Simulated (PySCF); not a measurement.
Coordinates in bohr (charge 0 multiplicity 3):
```
S     0.0000    0.0000   -2.6822
Cd    3.6147    0.0000    0.3597
Cd   -3.6147    0.0000    0.3597
```

Level of theory: UB3LYP/[S def2-SVP, Cd def2-SVP with ECP28], scalar-relativistic core potentials, density fitting, no spin–orbit coupling, PySCF.

This geometry of Cd2S is a stationary point at this level.

What is the point group?

C2v.

Is it a minimum?

Yes: all harmonic wavenumbers are real, though the softest, 42 cm⁻¹, leaves little margin.

Which band is strongest in the infrared?

261 cm⁻¹ (b2), 31 km/mol.

What are the dipole moment and the gap between the highest occupied and lowest empty levels of either spin?

1.78 D and 1.71 eV.

Other isomers or separated fragments may lie lower. At this level a singlet minimum of D∞h symmetry lies 5 kJ/mol below this structure.
